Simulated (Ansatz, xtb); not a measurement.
C4H8BF: 5 structures ranked

5 gas-phase structures of C4H8BF, from a drawn sample of its isomers (lower ones may exist). Each was relaxed with GFN2-xTB; where two conformers were screened, the lower at r2SCAN-D4/def2-SVP is listed:

A. `B[C@H]1C[C@H](F)C1`, a singlet
B. `B[C@@H]1CC[C@H]1F`, a singlet
C. `B[C@@H]1CC[C@@H]1F`, a singlet
D. `BC1(F)CCC1`, a singlet
E. `B[C@H]1C[C@@H](F)C1`, a singlet

Question: Which do you expect lowest at r2SCAN-D4/def2-SVP, and how would the others follow?

Answer: Calculated order at r2SCAN-D4/def2-SVP: C (0.0), B (0.5), D (0.6), E (0.8), A (1.7) kcal/mol. Less than 1 kcal/mol parts C and B; B and D; D and E; E and A, so the order within those pairs means little.

Energies above the lowest of each column, in kcal/mol; the last columns are at PBE0-D3(BJ)/def2-SVP geometries:

```tsv
structure	GFN2-xTB	HF/STO-3G	r2SCAN-D4/def2-SVP	PBE0-D3(BJ)/def2-SVP	CCSD(T)/def2-SVP + ΔMP2/def2-TZVPP
C	0.6	0.4	0.0	0.0	0.4
B	0.0	0.0	0.5	0.5	0.1
D	1.1	1.0	0.6	0.5	0.8
E	0.3	0.5	0.8	0.5	0.0
A	0.7	1.2	1.7	0.9	0.7
```

CCSD(T)/def2-SVP + ΔMP2/def2-TZVPP has A and B and C and D and E within 1 kcal/mol of each other at the bottom, and every level picks one of them. CCSD(T)/def2-SVP + ΔMP2/def2-TZVPP orders those it was run on as E (0.0), B (0.1), C (0.4), A (0.7), D (0.8) kcal/mol. Less than 1 kcal/mol parts E and B; B and C; C and A; A and D, so the order within those pairs means little. Flexible structures stand in one conformer each, not always the lowest. ΔMP2 is the change of the MP2 energy from the smaller to the larger basis.

Over these structures GFN2-xTB departs from r2SCAN-D4/def2-SVP by 0.6 kcal/mol on average once a common shift is removed. A GFN2-xTB relaxation took about 0.55 s and the r2SCAN-D4/def2-SVP energy about 7.2 s on a shared host (Ansatz 0.2.0, xtb 6.7.1).
